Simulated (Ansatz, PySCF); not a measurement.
Species: HS2 (charge 0, doublet). SMILES: [S]S
Coordinates optimised at B3LYP-D3(BJ)/def2-TZVP (Ansatz, a program for electronic structure):
```xyz
3

S     -0.9203     0.0126     0.4581
S      0.8239     0.0408    -0.4735
H      1.5432    -0.8556     0.2469
```
Charge 0, spin multiplicity 2.

Quantity: atomisation energy, in kcal/mol. Set-up: non-relativistic; LANL2DZ with its own core potentials from Na on; no dispersion term unless named; 6-311+G** with 5d, 6d on Na to Ar in Ansatz; atomisation electronic, to ground-state atoms; open shells spin-unrestricted; 6-31G* and kin with 6d, 5d where marked; valence correlation only; no spin-orbit coupling. Basis-set limits of correlation are two-point, X^-3; Hartree-Fock from the larger set. Ab initio and DFT rows: single points at B3LYP-D3(BJ) geometries (Ansatz).

Coupled cluster (Ansatz) is a level with limits of its own, used here on species with T1 under 0.025 (0.045 for open shells) and stable references: CCSD(T)/CBS(def2-TZVPPD,def2-QZVPPD).

Value to compare with, CCSD(T)/CBS(def2-TZVPPD,def2-QZVPPD) (Ansatz): 163.9 kcal/mol.

```json
[
 {"level": "HF/STO-3G", "program": "Ansatz", "atomisation energy (kcal/mol)": "109.9", "difference": "-54.0"},
 {"level": "SVWN5/6-31G*", "program": "Ansatz", "atomisation energy (kcal/mol)": "191.7", "difference": "27.8"},
 {"level": "PBE/LANL2DZ", "program": "Ansatz", "atomisation energy (kcal/mol)": "121.7", "difference": "-42.2"},
 {"level": "B3LYP/6-31G", "program": "Ansatz", "atomisation energy (kcal/mol)": "116.9", "difference": "-47.0"},
 {"level": "B3LYP/6-31G*", "program": "Ansatz", "atomisation energy (kcal/mol)": "153.3", "difference": "-10.6"},
 {"level": "B3LYP/6-31G**", "program": "Ansatz", "atomisation energy (kcal/mol)": "155.1", "difference": "-8.8"},
 {"level": "B3LYP/6-311+G**", "program": "Ansatz", "atomisation energy (kcal/mol)": "153.0", "difference": "-10.9"},
 {"level": "M06-2X/6-31G* (5d)", "program": "PySCF", "atomisation energy (kcal/mol)": "154.4", "difference": "-9.5"},
 {"level": "MP2/LANL2DZ", "program": "Ansatz", "atomisation energy (kcal/mol)": "70.8", "difference": "-93.1"},
 {"level": "MP2/6-311+G**", "program": "Ansatz", "atomisation energy (kcal/mol)": "135.6", "difference": "-28.3"},
 {"level": "r2SCAN-D4/def2-TZVPD", "program": "Ansatz + dftd4", "atomisation energy (kcal/mol)": "169.5", "difference": "5.6"},
 {"level": "M06-2X/def2-TZVPD", "program": "PySCF", "atomisation energy (kcal/mol)": "164.8", "difference": "0.9"}
]
```

Among the 10 habitual levels, MP2/LANL2DZ lies farthest from CCSD(T)/CBS(def2-TZVPPD,def2-QZVPPD) (Ansatz) (-93.1 kcal/mol) and B3LYP/6-31G** nearest (-8.8); 1 of 10 lie above it, and their mean absolute difference is 33.2 kcal/mol, the median 28.1. One case shows no general order.

The levels are drawn from those run, B3LYP/6-31G* more often than the rest, none by its result; runs whose electronic state is in doubt are left out.
